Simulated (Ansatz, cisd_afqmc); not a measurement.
Species: SiH2I, charge 1, singlet. SiH2I+ (parent SMILES [SiH2]I, singlet).
B3LYP-D3(BJ)/def2-TZVP minimum from Ansatz (a program for electronic structure):
```
Si
H 1 1.4687
H 1 1.4687 2 120.23
I 1 2.3187 2 119.89 3 -180.00
```
Charge +1, spin multiplicity 1.

Total energies in def2-SVP, 12 correlated electrons, 14 frozen orbitals. UHF or UKS for unpaired electrons; spin-orbit terms are left out. Correlated methods leave the cores frozen (noble-gas shells, and filled d and f shells in the p block). Past Kr the def2 sets carry scalar-relativistic core potentials. AFQMC is phaseless with a CISD trial state; ± is one standard error, without the phaseless bias. Outlying blocks are dropped, and bars are widened where a walk drifts. Over all cases where full CI ran beside it in this data, AFQMC minus full CI had a median of +0.1 mEh and passed +0.4 mEh in a tenth of the cases. Spin-orbit terms, left out, reach several kcal/mol for Br and I, and more for heavier atoms. The spin of H2ISi+ (parent SMILES [SiH2]I, singlet) was assumed, and the state is the lowest solution found for it.

```json
[
 {"method": "HF", "program": "Ansatz", "energy (Eh)": "-586.37936", "minus CCSDTQ (mEh)": "215.33"},
 {"method": "MP2", "program": "Ansatz", "energy (Eh)": "-586.55919", "minus CCSDTQ (mEh)": "35.50"},
 {"method": "CCSD", "program": "Ansatz", "energy (Eh)": "-586.58687", "minus CCSDTQ (mEh)": "7.83"},
 {"method": "CCSD(T)", "program": "Ansatz", "energy (Eh)": "-586.59335", "minus CCSDTQ (mEh)": "1.34"},
 {"method": "CCSDT(Q)", "program": "Ansatz", "energy (Eh)": "-586.59474", "minus CCSDTQ (mEh)": "-0.05"},
 {"method": "CCSDTQ", "program": "Ansatz", "energy (Eh)": "-586.59469", "minus CCSDTQ (mEh)": "0.00"},
 {"method": "AFQMC/CISD", "program": "cisd_afqmc", "energy (Eh)": "-586.5944 ± 0.0002", "minus CCSDTQ (mEh)": "0.3 ± 0.2"}
]
```

Rough core times of Ansatz's runs on a shared machine: CCSD(T) under 20 s, CCSDT(Q) under 20 s, CCSDTQ 10 min.
